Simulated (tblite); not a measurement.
Compound: C8H14S.
Structure used (GFN2-xTB), in Å, numbered top down from 1:
```
atom  x, y, z in Å
C1     4.3516   -0.3222    0.7467
C2     3.3225   -0.4455    0.1488
C3     2.0565   -0.5850   -0.5391
C4     0.8839   -0.4371    0.4356
C5    -0.4689   -0.5498   -0.2606
C6    -1.6306   -0.5004    0.7276
C7    -2.9746   -0.7712    0.0641
S8    -0.6543    0.6944   -1.6020
C9    -0.6324    2.2731   -0.7057
H10    5.2625   -0.2182    1.2561
H11    2.0150   -1.5663   -1.0210
H12    1.9859    0.1768   -1.3207
H13    0.9590    0.5219    0.9543
H14    0.9480   -1.2213    1.1951
H15   -0.5120   -1.4891   -0.8206
H16   -1.4495   -1.2519    1.5008
H17   -1.6496    0.4734    1.2224
H18   -3.7780   -0.7059    0.7939
H19   -3.1636   -0.0491   -0.7266
H20   -2.9869   -1.7661   -0.3757
H21   -0.6848    3.0440   -1.4676
H22    0.2913    2.3758   -0.1445
H23   -1.4956    2.3469   -0.0513
```

Computed with GFN2-xTB (tblite): harmonic, unscaled wavenumbers at the GFN2-xTB geometry, gas phase. The method is semi-empirical: single wavenumbers can be off by several per cent or more. One conformer, not necessarily the lowest.

Harmonic wavenumbers (cm⁻¹): 25.6, 46.0, 74.7, 94.1, 102.3, 170.5, 195.7, 198.9, 232.4, 246.2, 299.6, 344.6, 391.9, 430.4, 514.0, 620.8, 640.3, 667.4, 730.9, 792.7, 838.3, 932.1, 936.9, 945.7, 993.4, 1005.0, 1048.9, 1068.8, 1092.8, 1110.2, 1120.5, 1133.6, 1229.2, 1236.6, 1246.7, 1283.5, 1290.7, 1313.6, 1343.4, 1348.1, 1417.1, 1448.2, 1453.3, 1455.1, 1492.7, 1497.1, 1497.4, 1503.7, 2297.4, 2940.8, 2944.7, 2954.9, 2960.5, 2963.4, 2977.3, 2983.1, 3027.6, 3032.8, 3034.9, 3038.1, 3043.6, 3060.2, 3398.4.

A = 2213, B = 700.4, C = 603.7 MHz; mass 142.082 u (most abundant isotopes); point group C1, symmetry number 1.

Problem. Zero-point energy?

Solution. ½Σν̃ = 42880 cm⁻¹ = 512.95 kJ/mol.

Problem. What is S at 400 K and 1 bar for an ideal gas of classical rigid rotors and harmonic oscillators?

Solution. Translation 176.78, rotation 130.10, vibration 222.28: S = 529.2 J/(mol K).

Problem. And Cp and H(400 K) − H(0)?

Solution. Cp = 235.40 J/(mol K), of which vibrations give 202.14 (their classical limit is 63 R = 523.8); H(400 K) − H(0) = 56.44 kJ/mol without the zero-point energy, 43.14 from vibrations.

Problem. Which modes carry the vibrational entropy at 400 K?

Solution. 25.6 cm⁻¹: 28.15; 46.0 cm⁻¹: 23.28; 74.7 cm⁻¹: 19.27; 94.1 cm⁻¹: 17.36; 102.3 cm⁻¹: 16.67; 170.5 cm⁻¹: 12.51 J/(mol K); the other 57 give 105.04 together.

Problem. How do the functions run with temperature in this model?

Solution. 
```csv
T (K),S (J/(mol K)),Cp (J/(mol K)),H − H(0) (kJ/mol),G − H(0) (kJ/mol),ln q(vib)
50,263.6,67.4,2.45,-10.73,1.22
100,320.0,97.6,6.61,-25.40,3.18
298.15,467.3,187.7,34.87,-104.44,10.40
373.15,513.2,223.2,50.29,-141.23,12.89
500,586.3,277.1,82.12,-211.02,16.96
750,714.5,355.2,161.83,-374.04,24.56
1000,824.4,408.0,257.62,-566.74,31.59
```

q(vib) and H(0) count from the zero-point level.

Problem. What must be added to the electronic energy to get the Gibbs energy at 400 K and 1 bar?

Solution. ZPE + [H(400 K) − H(0)] − T·S = 512.95 + 56.44 − 211.67 = 357.72 kJ/mol.

Problem. Blend soft modes into free rotors: weight 1/[1 + (100 cm⁻¹/ν̃)⁴] for the oscillator and the rest for a rotor with moment μB/(μ + B), μ = h/(8π²ν), B = 10⁻⁴⁴ kg m². What vibrational entropy results?

Solution. 198.48 J/(mol K) in place of 222.28, which changes −T·S at 400 K by +9.52 kJ/mol.

Hindered rotation and anharmonicity are outside this model. Other conformers, if any are populated, would add a mixing term that is left out. The structure is chiral; the term R ln 2 for an equal mix with its mirror image is left out.

On an Arm Neoverse V2 with one thread, no GPU, on a shared host, this took 0.85 s of wall time. The figure is for the frequency step alone.
